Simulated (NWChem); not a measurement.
## Total energies of CHO₂

```
C
O 1 1.2335
O 1 1.2335 2 144.65
H 1 1.1800 2 107.67 3 180.00
```
Charge 0, spin multiplicity 2.

All runs are NWChem calculations. The geometry was optimised at UPBE/def2-SVP, a minimum by its harmonic frequencies.

Basis set: def2-SVP (47 functions).

```tsv
method	total energy (Ha)
UHF	-187.92852
UMP2	-188.43490
UB2PLYP	-188.77120
UPBE	-188.75361
UB3LYP	-188.93694
UBP86	-188.95463
```

Total energies of different functionals aren't comparable as a measure of quality: only differences taken within one method are. 

The correlated methods keep 3 core orbitals frozen. B3LYP has NWChem's definition, with VWN1-RPA local correlation. The structure started from a generated list of species. The unpaired electrons of the parent sit in orbitals of symmetry a1 (C2v labels of the run); other states weren't searched. No SCF solution was tested for a lower state. Open-shell Hartree-Fock references start from PBE0 orbitals.
